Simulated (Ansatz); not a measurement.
Be(Et) (C2H5Be), SMILES [Be+][CH2]C, charge +1.

Geometry: B3LYP-D3(BJ)/def2-TZVP. The spin state was assumed, not searched. The isomer is the one that the SMILES or the coordinates give; other isomers of the formula were not compared.

Two levels are set side by side: PBE/def2-TZVPD (Ansatz, a program for electronic structure) and CAM-B3LYP/def2-TZVPD (Ansatz). Energy differences of separate SCF runs at the same geometry; the states with an electron removed or added have multiplicity 2 and 2. Differences are taken from unrounded values.

```tsv
quantity	CAM-B3LYP
vertical ionisation energy (eV)	16.30
vertical electron affinity (eV)	7.77
vertical singlet–triplet gap (eV)	2.34
```

### Question
What does PBE give, and how far is it from CAM-B3LYP? (Estimate from the structure and the level; the computed values follow.)

### Answer

| quantity | PBE | PBE minus CAM-B3LYP |
|---|---|---|
| vertical ionisation energy (eV) | 16.03 | -0.27 |
| vertical electron affinity (eV) | 7.62 | -0.16 |
| vertical singlet–triplet gap (eV) | 2.27 | -0.06 |
